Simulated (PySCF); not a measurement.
PySCF input (CCSD(T)/cc-pVDZ):

```python
from pyscf import gto, scf, mp, cc as ccmod

mol = gto.M(
    atom='''
    Si   -1.16715415    0.12281588    0.09724133
    P     1.13297119   -0.10870010   -0.15156653
    H    -1.67203921   -0.92587735   -0.79830548
    H    -1.37508261    1.51277752   -0.32868322
    H    -1.32102149   -0.13675264    1.54089242
    H     1.72453250   -1.36738446    0.04752699
    H     1.98920092    0.82831611    0.45068846
    ''',
    basis='cc-pvdz',
    charge=1,
    spin=1,
    verbose=4,
)

mf = scf.UHF(mol)
mf.conv_tol = 1e-10
mf.max_cycle = 100
mf.kernel()
mo, _, stable, _ = mf.stability(return_status=True)
if not stable:
    mf.kernel(mf.make_rdm1(mo, mf.mo_occ))
mp2 = mp.MP2(mf, frozen=10).run()
cc = ccmod.CCSD(mf, frozen=10)
cc.max_cycle = 100
cc.kernel()
et = cc.ccsd_t()
print(f'E(CCSD(T)) = {cc.e_tot + et:.9f}')
```

Output:

```
PySCF version 2.14.0

[INPUT] verbose = 4
[INPUT] num. atoms = 7
[INPUT] num. electrons = 33
[INPUT] charge = 1
[INPUT] spin (= nelec alpha-beta = 2S) = 1
[INPUT] symmetry False subgroup None
[INPUT] Mole.unit = angstrom
[INPUT] Symbol           X                Y                Z      unit          X                Y                Z       unit  Magmom
[INPUT]  1 Si    -1.167154150000   0.122815880000   0.097241330000 AA   -2.205601688650   0.232088376947   0.183759481688 Bohr   0.0
[INPUT]  2 P      1.132971190000  -0.108700100000  -0.151566530000 AA    2.141005256123  -0.205413418713  -0.286419231351 Bohr   0.0
[INPUT]  3 H     -1.672039210000  -0.925877350000  -0.798305480000 AA   -3.159696176434  -1.749654616438  -1.508578720939 Bohr   0.0
[INPUT]  4 H     -1.375082610000   1.512777520000  -0.328683220000 AA   -2.598529531552   2.858735200199  -0.621121267540 Bohr   0.0
[INPUT]  5 H     -1.321021490000  -0.136752640000   1.540892420000 AA   -2.496368820765  -0.258425036411   2.911864661218 Bohr   0.0
[INPUT]  6 H      1.724532500000  -1.367384460000   0.047526990000 AA    3.258894117911  -2.583982136386   0.089812994625 Bohr   0.0
[INPUT]  7 H      1.989200920000   0.828316110000   0.450688460000 AA    3.759044945533   1.565290592465   0.851677756902 Bohr   0.0

nuclear repulsion = 88.4433910170145
number of shells = 25
number of NR pGTOs = 117
number of NR cGTOs = 61
basis = cc-pvdz
ecp = {}

******** <class 'pyscf.scf.uhf.UHF'> ********
method = UHF
initial guess = minao
damping factor = 0
level_shift factor = 0
DIIS = <class 'pyscf.scf.diis.CDIIS'>
diis_start_cycle = 1
diis_space = 8
diis_damp = 0
SCF conv_tol = 1e-10
SCF conv_tol_grad = None
SCF max_cycles = 100
direct_scf = True
direct_scf_tol = 1e-13
number electrons alpha = 17  beta = 16
Set gradient conv threshold to 1e-05
init E= -632.235010722718
  alpha nocc = 17  HOMO = -0.206652713753728  LUMO = 0.0564588435472939
  beta  nocc = 16  HOMO = -0.380269661169408  LUMO = -0.206652713753728

WARN: HOMO -0.206652713753728 >= LUMO -0.206652713753728

cycle= 1 E= -632.217949386821  delta_E= 0.0171  |g|= 0.249  |ddm|= 1.31
  alpha nocc = 17  HOMO = -0.665222011771662  LUMO = -0.121646469867581
  beta  nocc = 16  HOMO = -0.719535997145122  LUMO = -0.288998280590004
  HOMO = -0.665222011772  LUMO = -0.28899828059  gap/eV = 10.23757
cycle= 2 E= -632.280562769805  delta_E= -0.0626  |g|= 0.065  |ddm|= 0.349
  alpha nocc = 17  HOMO = -0.620032393889552  LUMO = -0.0772046308171634
  beta  nocc = 16  HOMO = -0.680295927881179  LUMO = -0.216478235551454
  HOMO = -0.62003239389  LUMO = -0.216478235551  gap/eV = 10.98127
cycle= 3 E= -632.285439002004  delta_E= -0.00488  |g|= 0.0225  |ddm|= 0.082
  alpha nocc = 17  HOMO = -0.629998391730474  LUMO = -0.0767989560918747
  beta  nocc = 16  HOMO = -0.688249325030302  LUMO = -0.214304738254337
  HOMO = -0.62999839173  LUMO = -0.214304738254  gap/eV = 11.31160
cycle= 4 E= -632.286285818892  delta_E= -0.000847  |g|= 0.00706  |ddm|= 0.0347
  alpha nocc = 17  HOMO = -0.632049481937974  LUMO = -0.0774939683872868
  beta  nocc = 16  HOMO = -0.689019165395807  LUMO = -0.213247323531164
  HOMO = -0.632049481938  LUMO = -0.213247323531  gap/eV = 11.39619
cycle= 5 E= -632.286404059849  delta_E= -0.000118  |g|= 0.00314  |ddm|= 0.014
  alpha nocc = 17  HOMO = -0.63263145157258  LUMO = -0.0775666961645984
  beta  nocc = 16  HOMO = -0.689221365299296  LUMO = -0.212871382856721
  HOMO = -0.632631451573  LUMO = -0.212871382857  gap/eV = 11.42225
cycle= 6 E= -632.286433896715  delta_E= -2.98e-05  |g|= 0.00125  |ddm|= 0.00853
  alpha nocc = 17  HOMO = -0.632502777197312  LUMO = -0.0775987232089412
  beta  nocc = 16  HOMO = -0.689039561478376  LUMO = -0.212633615581189
  HOMO = -0.632502777197  LUMO = -0.212633615581  gap/eV = 11.42522
cycle= 7 E= -632.286439458542  delta_E= -5.56e-06  |g|= 0.00041  |ddm|= 0.00421
  alpha nocc = 17  HOMO = -0.632474033457366  LUMO = -0.0776163464390609
  beta  nocc = 16  HOMO = -0.689046458318713  LUMO = -0.212688030456758
  HOMO = -0.632474033457  LUMO = -0.212688030457  gap/eV = 11.42296
cycle= 8 E= -632.286440062135  delta_E= -6.04e-07  |g|= 0.000132  |ddm|= 0.00143
  alpha nocc = 17  HOMO = -0.632463795206135  LUMO = -0.0776221874839687
  beta  nocc = 16  HOMO = -0.689054354675155  LUMO = -0.212678159083685
  HOMO = -0.632463795206  LUMO = -0.212678159084  gap/eV = 11.42295
cycle= 9 E= -632.286440123188  delta_E= -6.11e-08  |g|= 4.68e-05  |ddm|= 0.0004
  alpha nocc = 17  HOMO = -0.632465690253031  LUMO = -0.0776214048761896
  beta  nocc = 16  HOMO = -0.689054200636868  LUMO = -0.212679269675494
  HOMO = -0.632465690253  LUMO = -0.212679269675  gap/eV = 11.42297
cycle= 10 E= -632.286440131073  delta_E= -7.89e-09  |g|= 1.56e-05  |ddm|= 0.000142
  alpha nocc = 17  HOMO = -0.632464537492914  LUMO = -0.0776214009613092
  beta  nocc = 16  HOMO = -0.689054113921718  LUMO = -0.21267712966125
  HOMO = -0.632464537493  LUMO = -0.212677129661  gap/eV = 11.42300
cycle= 11 E= -632.286440131904  delta_E= -8.31e-10  |g|= 6.68e-06  |ddm|= 4.35e-05
  alpha nocc = 17  HOMO = -0.632464007055157  LUMO = -0.0776212597694519
  beta  nocc = 16  HOMO = -0.68905354748164  LUMO = -0.21267720668848
  HOMO = -0.632464007055  LUMO = -0.212677206688  gap/eV = 11.42298
cycle= 12 E= -632.286440132055  delta_E= -1.51e-10  |g|= 2.54e-06  |ddm|= 2.1e-05
  alpha nocc = 17  HOMO = -0.632464147478272  LUMO = -0.0776217552041292
  beta  nocc = 16  HOMO = -0.689054149065091  LUMO = -0.212677616232714
  HOMO = -0.632464147478  LUMO = -0.212677616233  gap/eV = 11.42297
cycle= 13 E= -632.286440132072  delta_E= -1.73e-11  |g|= 9.94e-07  |ddm|= 7.91e-06
  alpha nocc = 17  HOMO = -0.632464023818793  LUMO = -0.0776216960684422
  beta  nocc = 16  HOMO = -0.689053928683572  LUMO = -0.21267754244467
  HOMO = -0.632464023819  LUMO = -0.212677542445  gap/eV = 11.42297
Extra cycle  E= -632.286440132072  delta_E= -3.41e-13  |g|= 6.44e-07  |ddm|= 1.41e-06
converged SCF energy = -632.286440132072  <S^2> = 0.76136614  2S+1 = 2.011334
uhf_internal: lowest eigs of H = [0.30114083 0.44494561 0.46704598]
<class 'pyscf.scf.uhf.UHF'> wavefunction is stable in the internal stability analysis

******** <class 'pyscf.mp.ump2.UMP2'> ********
nocc = (np.int64(7), np.int64(6)), nmo = (51, 51)
frozen orbitals 10
E(UMP2) = -632.48715742675  E_corr = -0.200717294677288
E(SCS-UMP2) = -632.500043918248  E_corr = -0.213603786175537
E_corr(same-spin) = -0.0314503470429327
E_corr(oppo-spin) = -0.169266947634355

******** <class 'pyscf.cc.uccsd.UCCSD'> ********
CC2 = 0
CCSD nocc = (np.int64(7), np.int64(6)), nmo = (51, 51)
frozen orbitals 10
max_cycle = 100
direct = 0
conv_tol = 1e-07
conv_tol_normt = 1e-06
diis_space = 6
diis_start_cycle = 0
diis_start_energy_diff = 1e+09
Init t2, MP2 energy = -0.20071729424507
Init E_corr(UCCSD) = -0.200717294245536
cycle = 1  E_corr(UCCSD) = -0.235553140248657  dE = -0.034835846  norm(t1,t2) = 0.0705969
cycle = 2  E_corr(UCCSD) = -0.244176121392285  dE = -0.00862298114  norm(t1,t2) = 0.0248917
cycle = 3  E_corr(UCCSD) = -0.248441766815751  dE = -0.00426564542  norm(t1,t2) = 0.0115574
cycle = 4  E_corr(UCCSD) = -0.248378529108368  dE = 6.32377074e-05  norm(t1,t2) = 0.00314201
cycle = 5  E_corr(UCCSD) = -0.248317676289348  dE = 6.0852819e-05  norm(t1,t2) = 0.00155584
cycle = 6  E_corr(UCCSD) = -0.248347098691945  dE = -2.94224026e-05  norm(t1,t2) = 0.000649496
cycle = 7  E_corr(UCCSD) = -0.248350114256361  dE = -3.01556442e-06  norm(t1,t2) = 0.000225682
cycle = 8  E_corr(UCCSD) = -0.248351059613571  dE = -9.45357209e-07  norm(t1,t2) = 0.000103779
cycle = 9  E_corr(UCCSD) = -0.248350986575844  dE = 7.30377268e-08  norm(t1,t2) = 5.33496e-05
cycle = 10  E_corr(UCCSD) = -0.248350232367908  dE = 7.54207936e-07  norm(t1,t2) = 2.62691e-05
cycle = 11  E_corr(UCCSD) = -0.248349717976989  dE = 5.14390918e-07  norm(t1,t2) = 1.15274e-05
cycle = 12  E_corr(UCCSD) = -0.248349593299281  dE = 1.24677709e-07  norm(t1,t2) = 4.93573e-06
cycle = 13  E_corr(UCCSD) = -0.248349603191152  dE = -9.89187143e-09  norm(t1,t2) = 2.37107e-06
cycle = 14  E_corr(UCCSD) = -0.248349621307235  dE = -1.81160822e-08  norm(t1,t2) = 8.50194e-07
UCCSD converged
E(UCCSD) = -632.5347897533796  E_corr = -0.2483496213072345
UCCSD(T) correction = -0.00584923327271577
E(CCSD(T)) = -632.540638987
```
